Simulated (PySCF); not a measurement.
Species: C₉H₁₁ClFN.
Atom-mapped SMILES: `[N:1]#[C:2][C@@H:3]1[CH2:4][CH2:5][CH2:6]/[C:7](=[C:8](\[F:9])[CH2:10][Cl:11])[CH2:12]1` (hydrogens: H13 on C3; H14, H15 on C4; H16, H17 on C5; H18, H19 on C6; H20, H21 on C10; H22, H23 on C12)

Computed with PBE0-D3(BJ)/def2-SVP geometry optimisation, gas phase in PySCF 2.14.0.

Question: Give the optimised bond lengths and angles.

Answer: 
```tsv
bond	length (Å)
N1≡C2	1.158
C2–C3	1.464
C3–C4	1.537
C4–C5	1.524
C5–C6	1.532
C6–C7	1.499
C7=C8	1.338
C8–F9	1.342
C8–C10	1.488
C10–Cl11	1.800
C7–C12	1.499
C3–C12	1.542
C3–H13	1.103
C4–H14	1.101
C4–H15	1.103
C5–H16	1.101
C5–H17	1.103
C6–H18	1.106
C6–H19	1.098
C10–H20	1.097
C10–H21	1.097
C12–H22	1.098
C12–H23	1.104
```

A selection of angles:
```tsv
angle	degrees
N1–C2–C3	178.3
C2–C3–C4	111.4
C2–C3–C12	109.5
C2–C3–H13	106.8
C4–C3–C12	110.6
C4–C3–H13	109.3
C12–C3–H13	109.2
C3–C4–C5	112.1
C3–C4–H14	109.8
C3–C4–H15	107.2
C5–C4–H14	110.7
C5–C4–H15	110.0
H14–C4–H15	106.8
C4–C5–C6	111.9
C4–C5–H16	109.7
C4–C5–H17	109.3
C6–C5–H16	110.1
C6–C5–H17	109.0
H16–C5–H17	106.6
C5–C6–C7	110.1
C5–C6–H18	109.1
C5–C6–H19	110.9
C7–C6–H18	108.9
C7–C6–H19	110.6
H18–C6–H19	107.1
C6–C7–C8	122.7
C6–C7–C12	114.9
C8–C7–C12	122.3
C7–C8–F9	119.9
C7–C8–C10	127.3
F9–C8–C10	112.7
C8–C10–Cl11	112.9
C8–C10–H20	109.1
C8–C10–H21	111.6
Cl11–C10–H20	107.3
Cl11–C10–H21	107.0
H20–C10–H21	108.8
C7–C12–H22	112.7
C7–C12–H23	108.8
C3–C12–C7	110.3
C3–C12–H22	111.1
C3–C12–H23	107.4
H22–C12–H23	106.3
```

Torsions: C2–C3–C4–C5 -68° (synclinal); C3–C4–C5–C6 -54° (synclinal); C4–C5–C6–C7 53° (synclinal); C5–C6–C7–C8 122° (anticlinal); C6–C7–C8–F9 5° (synperiplanar); C7–C8–C10–Cl11 -77° (synclinal); C6–C7–C12–C3 56° (synclinal); C2–C3–C12–C7 69° (synclinal).

The C–C distances run from 1.338 Å (C7=C8, drawn double) to 1.542 Å (C3–C12, drawn single), a spread of 0.204 Å. Of the pairs four or more bonds apart, F9···H19 is among the closest relative to their van der Waals radii: 2.38 Å, 89 % of the sum of Bondi's values. The 6-membered ring C3–C4–C5–C6–C7–C12 has internal angles of 110.1° to 114.9°; it is puckered, 0.22 Å rms from its mean plane, widest ring torsion 56°.

Point group: C1 (no symmetry element, even within 0.4 Å). No frequency check. One conformer, not necessarily the lowest.
